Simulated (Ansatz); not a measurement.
Gas-phase electronic energies from Ansatz, PBE0-D4/def2-TZVP geometries. CBS: MP2 limit from def2 TZ/QZ plus the TZ coupled-cluster correction, frozen cores. DFT in def2-TZVPP. Each species was taken in one conformer, which may not be the lowest.

Consider the redistribution: `BN(CC)[SiH2]Cl` + `BC(C)C` → `CC(C)[SiH2]Cl` + `BN(B)CC`.

```
             level  ΔE (kJ/mol)
           ωB97M-V        -56.0
SCS-MP2/def2-TZVPP        -56.4
```

What does CCSD(T)/CBS give? (An estimate is asked.)

Ansatz gave: -55.8 kJ/mol. The listed levels differ from it by -0.2, -0.6 kJ/mol.

Largest T1 diagnostic among the species: 0.011.

In def2-TZVPP, CCSD(T) changes the Hartree–Fock value by −3.5 kJ/mol (the triples alone add −1.0 kJ/mol) and MP2 by −5.0 kJ/mol.
